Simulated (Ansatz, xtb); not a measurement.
Potential energy curve for SMILES [GaH3] (H3Ga). The Ga1–H4 bond (Ga1 also carries H, H; H4 carries nothing else) is stretched with both fragments frozen at the PBE0/def2-TZVP optimised geometry.

Computed with: GFN1-xTB (xtb); UMP2 = MP2 on UHF/cc-pVDZ, cores with 3d frozen (Ansatz, an electronic-structure program); UKS-PBE = unrestricted PBE/cc-pVDZ run with Ansatz.

Energies are in eV, each relative to the lowest point of its own curve near equilibrium.

| R / Å | GFN1-xTB | UMP2 | UKS-PBE |
|---|---|---|---|
| 1.27 | 1.038 | 1.087 | 1.024 |
| 1.35 | 0.418 | 0.525 | 0.498 |
| 1.41 | 0.171 | 0.260 | 0.249 |
| 1.48 | 0.031 | 0.080 | 0.079 |
| 1.51 | 0.006 | 0.037 | 0.038 |
| 1.57 | 0.000 | 0.000 | 0.001 |
| 1.59 | 0.009 | 0.000 | 0.000 |
| 1.66 | 0.072 | 0.043 | 0.035 |
| 1.73 | 0.173 | 0.137 | 0.118 |
| 1.82 | 0.345 | 0.312 | 0.272 |
| 1.94 | 0.618 | 0.609 | 0.534 |
| 2.11 | 1.045 | 1.092 | 0.958 |
| 2.32 | 1.585 | 1.834 | 1.498 |
| 2.62 | 2.329 | — | 2.212 |
| 2.83 | 2.802 | — | 2.646 |
| 3.12 | 3.375 | — | 3.066 |
| 3.40 | 3.841 | — | 3.275 |
| 3.76 | 4.333 | — | 3.399 |
| 4.29 | 4.879 | — | 3.452 |
| 4.78 | 5.226 | — | 3.465 |
| 5.48 | 5.505 | — | 3.470 |

At the longest distance, 5.48 Å, GFN1-xTB lies highest above its minimum (5.505 eV) and UKS-PBE lowest (3.470 eV).

A dash means that the run gave no value there, or that the column was ended at a point which the program doubted or which failed a test of continuity chosen for this set; such a test can also cut sound points.

The unrestricted determinant behind UMP2 is spin-contaminated at 2.32 to 5.48 Å (<S²> up to 1.0, against 0.00 for a pure singlet). The unrestricted determinant behind UKS-PBE is spin-contaminated at 3.12 to 5.48 Å (<S²> up to 1.0, against 0.00 for a pure singlet).
